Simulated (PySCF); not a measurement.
Reading a saddle point

A first-order saddle point of GaH₃S, singlet, PBE0-D4/def2-TZVP, with one imaginary mode of 997i cm⁻¹:

```tsv
atom	x (Å)	y (Å)	z (Å)
Ga1	-0.4682	-0.8146	0.8122
S2	0.3078	0.7818	-1.0301
H3	0.9524	-0.4788	0.0651
H4	-1.9994	-0.9153	0.4239
H5	1.2075	1.4270	-0.2710
```

Computed with PySCF 2.14 with density fitting (its default auxiliary sets; JK sets also for MP2 and CCSD(T)) (basis: def2-TZVPP and def2-QZVPP); correlated methods freeze the cores. Filled d shells of the heavier atoms are correlated. The def2 sets are not built for correlating such inner shells, so the correlated values are less sure here. Extrapolation: Hartree–Fock as exp(−7.88 √X), correlation as X^−2.97.

(1) Which contacts change along the imaginary mode, and what lies on either side? (Judge from chemistry; the calculation decides.)

(2) Which side is lower, and how far does the saddle lie above each? (An estimate is asked for; the value comes from the calculation.)

T1 diagnostic: at most 0.017. The restricted Hartree–Fock reference is unstable towards an unrestricted one at one or more of these structures.

## Answers

(1) The calculation gives: The step is GaH₃S ([SH][GaH2]) → GaH + H₂S, with the molecules in contact on both sides. Shortening one way: S2–H3; lengthening the same way: Ga1–S2, Ga1–H3.
| pair | one side (Å) | saddle (Å) | other side (Å) |
| --- | --- | --- | --- |
| S2–H3 | 3.24 | 1.79 | 1.34 |
| Ga1–S2 | 2.20 | 2.56 | 2.83 |
| Ga1–H3 | 1.56 | 1.64 | 3.49 |

(2) Computed: The side with Ga1–S2, Ga1–H3 short is lower by 1.541 eV; the saddle lies 2.507 eV above it and 0.966 eV above the other (CCSD(T) at an estimated basis limit (MP2 extrapolated from triple and quadruple zeta, plus CCSD(T) − MP2 in triple zeta); electronic energies).

Labels in which every atom is bracketed show which atoms are joined, not bond orders.

For scale, one of the runs: CCSD(T)/def2-TZVPP, 132 basis functions, launched by `OMP_NUM_THREADS=4 python run.py`. Time: 61 s of wall clock on 4 CPU threads of an Arm Neoverse V2; the host was shared. Peak host memory: 0.72 GiB.
